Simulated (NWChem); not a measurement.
System: GeCl2, singlet; SMILES [Cl][Ge][Cl]

Input file for NWChem:

```
start job
memory heap 200 mb stack 900 mb global 1100 mb
geometry units angstroms noautoz
  Ge     0.000000     0.000000     0.729598
  Cl    -1.713789     0.000000    -0.681920
  Cl     1.713789     0.000000    -0.681920
end
basis spherical
  * library def2-tzvp
end
dft
  xc pbe0
  iterations 150
  vectors input atomic output neutral.movecs
end
task dft energy
charge 1
dft
  odft
  mult 2
  vectors input atomic output cation.movecs
end
task dft energy
```

Output (shortened):

```
             Northwest Computational Chemistry Package (NWChem) 7.3.0
             --------------------------------------------------------

 C2V symmetry detected

                             Geometry "geometry" -> ""
                             -------------------------

 Output coordinates in angstroms (scale by  1.889725989 to convert to a.u.)

  No.       Tag          Charge          X              Y              Z
 ---- ---------------- ---------- -------------- -------------- --------------
    1 Ge                  32.0000     0.00000000     0.00000000     0.72714564
    2 Cl                  17.0000    -1.71378900     0.00000000    -0.68437236
    3 Cl                  17.0000     1.71378900     0.00000000    -0.68437236

 Effective nuclear repulsion energy (a.u.)     303.9349110725

      Symmetry information
      --------------------

 Group name             C2v
 Group number             16
 Group order               4
 No. of unique centers     2

                                 NWChem DFT Module
                                 -----------------

 Summary of "ao basis" -> "ao basis" (spherical)
 ------------------------------------------------------------------------------
       Tag                 Description            Shells   Functions and Types
 ---------------- ------------------------------  ------  ---------------------
 Ge                        def2-tzvp                16       48   6s5p4d1f
 Cl                        def2-tzvp                13       37   5s5p2d1f

      Symmetry analysis of basis
      --------------------------

        a1         46
        a2         17
        b1         36
        b2         23

            General Information
            -------------------
          SCF calculation type: DFT
          Wavefunction type:  closed shell.
          No. of atoms     :     3
          No. of electrons :    66
           Alpha electrons :    33
            Beta electrons :    33
          Charge           :     0
          Spin multiplicity:     1
          Use of symmetry is: on ; symmetry adaption is: on
          Maximum number of iterations: 150
          AO basis - number of functions:   122
                     number of shells:    42
          Convergence on energy requested:  1.00D-06
          Convergence on density requested:  1.00D-05
          Convergence on gradient requested:  5.00D-04

              XC Information
              --------------
                         PBE0 Method XC Functional
                     Hartree-Fock (Exact) Exchange  0.250
          PerdewBurkeErnzerhof Exchange Functional  0.750
            Perdew 1991 LDA Correlation Functional  1.000 local
           PerdewBurkeErnz. Correlation Functional  1.000 non-local

             Grid Information
             ----------------
          Grid used for XC integration:  medium
          Radial quadrature: Mura-Knowles
          Angular quadrature: Lebedev.
          Tag              B.-S. Rad. Rad. Pts. Rad. Cut. Ang. Pts.
          ---              ---------- --------- --------- ---------
          Ge                  1.25      112           8.0       590
          Cl                  1.00       88          10.0       590
          Grid pruning is: on
          Number of quadrature shells:   200
          Spatial weights used:  Erf1

      Superposition of Atomic Density Guess
      -------------------------------------

 Sum of atomic energies:       -2994.26143955

      Non-variational initial energy
      ------------------------------

 Total energy =   -2994.464855
 1-e energy   =   -4772.217716
 2-e energy   =    1473.817950
 HOMO         =      -0.295079
 LUMO         =      -0.047805

      Symmetry analysis of molecular orbitals - initial
      -------------------------------------------------

  Numbering of irreducible representations:

     1 a1          2 a2          3 b1          4 b2

  Orbital symmetries:

     1 a1          2 a1          3 b1          4 a1          5 b1
     6 a1          7 b2          8 a1          9 b1         10 a1
    11 b1         12 a1         13 b2         14 a2         15 b1
    16 a1         17 b1         18 a1         19 b2         20 b1
    21 a1         22 a1         23 a2         24 b2         25 a1
    26 b1         27 a1         28 b1         29 a1         30 b2
    31 a2         32 b1         33 a1         34 b2         35 a1
    36 b1         37 a1         38 b2         39 a1         40 a2
    41 b1         42 a1         43 b1

   convergence    iter        energy       DeltaE   RMS-Dens  Diis-err
 ---------------- ----- ----------------- --------- --------- ---------
 d= 0,ls=0.0,diis     1  -2996.8807182164 -3.30D+03  1.01D-02  1.18D+00
 d= 0,ls=0.0,diis     2  -2996.8108850929  6.98D-02  7.32D-03  9.22D-01
 d= 0,ls=0.0,diis     3  -2996.9285428780 -1.18D-01  2.09D-03  2.21D-01
 d= 0,ls=0.0,diis     4  -2996.9545031094 -2.60D-02  3.43D-04  9.42D-03
 d= 0,ls=0.0,diis     5  -2996.9550927153 -5.90D-04  1.09D-04  2.57D-04
  Resetting Diis
 d= 0,ls=0.0,diis     6  -2996.9551046652 -1.19D-05  2.33D-05  1.39D-05
 d= 0,ls=0.0,diis     7  -2996.9551062786 -1.61D-06  4.93D-06  5.14D-07
 d= 0,ls=0.0,diis     8  -2996.9551062910 -1.24D-08  3.03D-06  4.13D-07

         Total DFT energy =    -2996.955106291024
      One electron energy =    -4771.734612140109
           Coulomb energy =     1605.855578420490
    Exchange-Corr. energy =     -135.010983643882
 Nuclear repulsion energy =      303.934911072477

 Numeric. integr. density =       66.000000391547

                  Occupations of the irreducible representations
                  ----------------------------------------------

                     irrep           alpha         beta
                     --------     --------     --------
                     a1               15.0         15.0
                     a2                3.0          3.0
                     b1               10.0         10.0
                     b2                5.0          5.0

                       DFT Final Molecular Orbital Analysis
                       ------------------------------------

 Vector   31  Occ=2.000000D+00  E=-3.416814D-01  Symmetry=a2
              MO Center=  3.0D-15,  1.0D-15, -6.4D-01, r^2= 4.0D+00
   Bfn.  Coefficient  Atom+Function         Bfn.  Coefficient  Atom+Function
  ----- ------------  ---------------      ----- ------------  ---------------
    64      0.385339  2 Cl py               101     -0.385339  3 Cl py
    67      0.250801  2 Cl py               104     -0.250801  3 Cl py
    61      0.178519  2 Cl py                98     -0.178519  3 Cl py
    55     -0.146700  2 Cl py                92      0.146700  3 Cl py
    58     -0.068485  2 Cl py                95      0.068485  3 Cl py

 Vector   32  Occ=2.000000D+00  E=-3.293819D-01  Symmetry=b1
              MO Center= -7.8D-14,  1.2D-16, -6.3D-01, r^2= 4.2D+00
   Bfn.  Coefficient  Atom+Function         Bfn.  Coefficient  Atom+Function
  ----- ------------  ---------------      ----- ------------  ---------------
    63      0.325369  2 Cl px               100      0.325369  3 Cl px
    65     -0.228102  2 Cl pz               102      0.228102  3 Cl pz
    66      0.213892  2 Cl px               103      0.213892  3 Cl px
    60      0.150932  2 Cl px                97      0.150932  3 Cl px
    68     -0.146720  2 Cl pz               105      0.146720  3 Cl pz

 Vector   33  Occ=2.000000D+00  E=-3.012057D-01  Symmetry=a1
              MO Center= -1.1D-14, -5.3D-16,  2.0D-01, r^2= 4.1D+00
   Bfn.  Coefficient  Atom+Function         Bfn.  Coefficient  Atom+Function
  ----- ------------  ---------------      ----- ------------  ---------------
     6      0.439638  1 Ge s                  5      0.350507  1 Ge s
    65     -0.295234  2 Cl pz               102     -0.295234  3 Cl pz
    18      0.256287  1 Ge pz                68     -0.215692  2 Cl pz
   105     -0.215692  3 Cl pz                 4     -0.165651  1 Ge s
    21      0.153060  1 Ge pz                62     -0.139790  2 Cl pz

 Vector   34  Occ=0.000000D+00  E=-1.176709D-01  Symmetry=b2
              MO Center=  9.3D-16, -2.4D-12,  5.9D-01, r^2= 3.2D+00
   Bfn.  Coefficient  Atom+Function         Bfn.  Coefficient  Atom+Function
  ----- ------------  ---------------      ----- ------------  ---------------
    20      0.632190  1 Ge py                17      0.500306  1 Ge py
    11     -0.212227  1 Ge py                67     -0.186203  2 Cl py
   104     -0.186203  3 Cl py                64     -0.157024  2 Cl py
   101     -0.157024  3 Cl py                61     -0.085293  2 Cl py
    98     -0.085293  3 Cl py                 8      0.081540  1 Ge py

 Vector   35  Occ=0.000000D+00  E=-1.686256D-02  Symmetry=a1
              MO Center=  3.4D-13, -1.8D-15,  3.5D-01, r^2= 4.3D+00
   Bfn.  Coefficient  Atom+Function         Bfn.  Coefficient  Atom+Function
  ----- ------------  ---------------      ----- ------------  ---------------
    21      0.838140  1 Ge pz                18      0.415002  1 Ge pz
     6     -0.393435  1 Ge s                  5     -0.386037  1 Ge s
    66      0.356214  2 Cl px               103     -0.356214  3 Cl px
    53      0.333283  2 Cl s                 90      0.333283  3 Cl s
    63      0.183365  2 Cl px               100     -0.183365  3 Cl px

 Vector   36  Occ=0.000000D+00  E=-1.575306D-02  Symmetry=b1
              MO Center= -3.8D-13, -6.3D-16,  7.0D-01, r^2= 4.1D+00
   Bfn.  Coefficient  Atom+Function         Bfn.  Coefficient  Atom+Function
  ----- ------------  ---------------      ----- ------------  ---------------
    19      0.929288  1 Ge px                16      0.440439  1 Ge px
    53      0.333285  2 Cl s                 90     -0.333285  3 Cl s
    68      0.286724  2 Cl pz               105     -0.286724  3 Cl pz
    10     -0.184811  1 Ge px                65      0.164802  2 Cl pz
   102     -0.164802  3 Cl pz                66      0.151034  2 Cl px

     Multipole analysis of the density
     ---------------------------------

     L   x y z        total         alpha         beta         nuclear
     -   - - -        -----         -----         ----         -------
     0   0 0 0     -0.000000    -33.000000    -33.000000     66.000000

     1   1 0 0     -0.000000     -0.000000     -0.000000      0.000000
     1   0 1 0     -0.000000     -0.000000     -0.000000      0.000000
     1   0 0 1      0.877535      0.438768      0.438768     -0.000000

     2   2 0 0    -34.497899   -195.553035   -195.553035    356.608171
     2   1 1 0      0.000000      0.000000      0.000000      0.000000
     2   1 0 1     -0.000000     -0.000000     -0.000000      0.000000
     2   0 2 0    -29.694847    -14.847423    -14.847423      0.000000
     2   0 1 1      0.000000      0.000000      0.000000      0.000000
     2   0 0 2    -31.201902    -74.245207    -74.245207    117.288511

                                 NWChem DFT Module
                                 -----------------

      Symmetry analysis of basis
      --------------------------

        a1         46
        a2         17
        b1         36
        b2         23

            General Information
            -------------------
          SCF calculation type: DFT
          Wavefunction type:  spin polarized.
          No. of atoms     :     3
          No. of electrons :    65
           Alpha electrons :    33
            Beta electrons :    32
          Charge           :     1
          Spin multiplicity:     2
          Use of symmetry is: on ; symmetry adaption is: on
          Maximum number of iterations: 150
          AO basis - number of functions:   122
                     number of shells:    42
          Convergence on energy requested:  1.00D-06
          Convergence on density requested:  1.00D-05
          Convergence on gradient requested:  5.00D-04

              XC Information
              --------------
                         PBE0 Method XC Functional
                     Hartree-Fock (Exact) Exchange  0.250
          PerdewBurkeErnzerhof Exchange Functional  0.750
            Perdew 1991 LDA Correlation Functional  1.000 local
           PerdewBurkeErnz. Correlation Functional  1.000 non-local

             Grid Information
             ----------------
          Grid used for XC integration:  medium
          Radial quadrature: Mura-Knowles
          Angular quadrature: Lebedev.
          Tag              B.-S. Rad. Rad. Pts. Rad. Cut. Ang. Pts.
          ---              ---------- --------- --------- ---------
          Ge                  1.25      112           8.0       590
          Cl                  1.00       88          10.0       590
          Grid pruning is: on
          Number of quadrature shells:   200
          Spatial weights used:  Erf1

      Superposition of Atomic Density Guess
      -------------------------------------

 Sum of atomic energies:       -2994.26143955

 Renormalizing density from      66.00 to     65

      Non-variational initial energy
      ------------------------------

 Total energy =   -2966.481334
 1-e energy   =   -4699.911387
 2-e energy   =    1429.495142
 HOMO         =      -0.625120
 LUMO         =      -0.357458

   Symmetry analysis of molecular orbitals - initial alpha
   -------------------------------------------------------

  Numbering of irreducible representations:

     1 a1          2 a2          3 b1          4 b2

  Orbital symmetries:

     1 a1          2 a1          3 b1          4 a1          5 b1
     6 a1          7 b2          8 a1          9 b1         10 a1
    11 b1         12 a1         13 b1         14 b2         15 a2
    16 a1         17 b1         18 a1         19 b2         20 b1
    21 a1         22 a2         23 a1         24 b2         25 a1
    26 b1         27 a1         28 b1         29 a1         30 b2
    31 a2         32 b1         33 a1         34 b2         35 a1
    36 b1         37 a1         38 b2         39 a2         40 a1
    41 b1         42 a1         43 b1

   Symmetry analysis of molecular orbitals - initial beta
   ------------------------------------------------------

  Numbering of irreducible representations:

     1 a1          2 a2          3 b1          4 b2

  Orbital symmetries:

     1 a1          2 a1          3 b1          4 a1          5 b1
     6 a1          7 b2          8 a1          9 b1         10 a1
    11 b1         12 a1         13 b1         14 b2         15 a2
    16 a1         17 b1         18 a1         19 b2         20 b1
    21 a1         22 a2         23 a1         24 b2         25 a1
    26 b1         27 a1         28 b1         29 a1         30 b2
    31 a2         32 b1         33 a1         34 b2         35 a1
    36 b1         37 a1         38 b2         39 a2         40 a1
    41 b1         42 a1         43 b1

[...]
```

Level: PBE0/def2-TZVP, vertical spin-unrestricted ions. Low-valent species are run as closed-shell singlets; no triplet was tried in these runs. Geometry: optimised at B3LYP/6-31G* (spherical d).
